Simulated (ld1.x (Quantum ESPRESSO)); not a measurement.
Pseudopotential generation for Ni: PAW, PBE, scalar-relativistic.

ld1.x (Quantum ESPRESSO) 7.5 input, shortened:

```
&input
   title='Ni', zed=28., rel=1, dft='PBE', iswitch=3,
   config='[Ar] 3d8 4s2 4p0'
 /
 &inputp
   pseudotype=3, lpaw=.true., tm=.true., lloc=-2, rcloc=1.20,
   nlcc=.true., new_core_ps=.true.,
   which_augfun='BESSEL', rmatch_augfun=0.80
 /
6
4S  1  0   2.00   0.00  1.55  2.15  0.0
4S  1  0   0.00   0.75  1.55  2.15  0.0
4P  2  1   0.00   0.00  3.30  3.60  0.0
4P  2  1   0.00   4.05  3.30  3.60  0.0
3D  3  2   8.00   0.00  0.85  0.95  0.0
3D  3  2   0.00   4.50  0.85  0.95  0.0
 &test
   configts(1)='3d8 4s2 4p0'
 /
```

Poles of the logarithmic derivatives, all-electron (AE) and pseudo (PS). s: poles at -0.1, 2.8 (AE) and -0.1, 2.8, 3.4 (PS) Ry. p: poles at 0.5, 3.5 (AE) and 0.5, 3.5 (PS) Ry. d: poles at -0.6, 1.5, 4.8 (AE) and -0.6, 1.5, 4.8 (PS) Ry. Test radius 3.90 bohr.

- Cutoffs needed: 160 Ry and 230 Ry (the cutoffs (Ry, on a coarse ladder) from which the occupation-weighted sum of valence levels, in a spherical-Bessel basis at the reference potential, stays within 10 and 1 mRy of its value at 400 Ry)
- Ghost test: no extra level below or beside the all-electron valence levels (s, p, d, f tested) (spherical-Bessel basis up to 400 Ry, 20 bohr box)
- Largest excitation error: -181 meV (all-electron minus pseudo) for 3d7 4s0 4p0, out of 7 test configurations
- Lowest eigenvalue of the overlap operator: 0.36 (s channel)
